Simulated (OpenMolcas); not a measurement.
## C2HClFIn (SMILES C#[C][In]([F])[Cl]): the vertical energy of the triplet above the singlet, rung by rung

C2HClFIn: 6 atoms, total charge 0, spin state singlet. SMILES: `C#[C][In]([F])[Cl]`. The shape is that of a PBE0-D4/def2-TZVP optimisation.

Quantity: the vertical energy of the triplet above the singlet, in eV. The values are calculated.

| level | kind | program | value (eV) | CPU time (all runs) |
| --- | --- | --- | --- | --- |
| HF/def2-SVP (core potential) | Hartree–Fock | OpenMolcas | 4.28 | 33 s |
| BLYP/def2-SVP (core potential) | GGA | OpenMolcas | 4.85 | 3.9 min |
| PBE/def2-SVP (core potential) | GGA | OpenMolcas | 4.86 | 1.8 min |
| M06-L/def2-SVP (core potential) | meta-GGA | OpenMolcas | 4.87 | 2.7 min |
| TPSS/def2-SVP (core potential) | meta-GGA | OpenMolcas | 4.81 | 3.4 min |
| B3LYP/def2-SVP (core potential) | global hybrid | OpenMolcas | 5.52 | 3.2 min |
| BHLYP/def2-SVP (core potential) | global hybrid | OpenMolcas | 4.84 | 93 s |
| PBE0/def2-SVP (core potential) | global hybrid | OpenMolcas | 5.73 | 3.6 min |

Spin-orbit coupling, which can split open shells on such heavy atoms by tenths of an eV, is left out. The values span 4.28 to 5.73 eV. BHLYP/def2-SVP (core potential) lies far from functionals of the same kind, perhaps in another electronic state. CPU times are rough (shared hosts, several kinds of processor): they show what a rung costs within a factor of a few.
